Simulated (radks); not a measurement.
The numbers below are computed, except where a source is named.
Spherical quantum dot in the effective-mass picture: electrons in a parabolic well V = omega^2 r^2 / 2 with omega = 0.636, all in effective atomic units (hartree* = m*/eps^2 hartree, bohr* = eps/m* bohr), one dielectric constant everywhere. Level of theory: non-relativistic Kohn-Sham, exchange-only LDA, spin-polarised, spherical densities (a radial shooting solver with Libxc functionals). Levels are named by radial order and angular momentum (1s, 1p, 1d, 2s, ...), and open shells are averaged over m. Results are scaled to m* = 0.112 and eps = 14.4, for which hartree* = 14.7 meV and bohr* = 6.804 nm.

N = 23, configuration 1s2 1p6 1d10 2s2 1f(up 3, down 0). This is the lowest configuration that the search found. Occupied and some empty levels:

| level | occupation | eigenvalue (meV) | <r> (nm) |
|---|---|---|---|
| 1s up | 1 | 124.62 | 16.15 |
| 1s down | 1 | 124.90 | 15.81 |
| 1p up | 3 | 127.99 | 19.62 |
| 1p down | 3 | 128.42 | 19.42 |
| 1d up | 5 | 132.04 | 22.02 |
| 1d down | 5 | 132.55 | 21.91 |
| 2s up | 1 | 133.46 | 18.45 |
| 2s down | 1 | 133.78 | 18.59 |
| 1f up | 3 | 136.65 | 23.90 |
| 1f down | 0 | 137.20 | 23.86 |
| 2p up | 0 | 138.72 | 20.79 |
| 2p down | 0 | 139.06 | 20.85 |
| 1g up | 0 | 141.75 | 25.49 |
| 1g down | 0 | 142.32 | 25.50 |
| 2d up | 0 | 144.28 | 22.91 |
| 2d down | 0 | 144.64 | 22.93 |

Energy (meV): total 1910.77, kinetic 174.30, external 695.02, Hartree 1141.4, exchange-correlation -99.981.

Electron density:

| r (nm) | n(r) (e/nm^3) |
|---|---|
| 1.96 | 0.0003965 |
| 5.23 | 0.0003465 |
| 8.50 | 0.0002939 |
| 11.8 | 0.0002775 |
| 15.0 | 0.0002941 |
| 18.3 | 0.0003000 |
| 21.6 | 0.0002557 |
| 24.9 | 0.0001674 |
| 28.1 | 0.00008015 |
| 31.4 | 0.00002708 |
| 34.7 | 6.372e-06 |
| 37.9 | 1.042e-06 |
| 41.2 | 1.190e-07 |
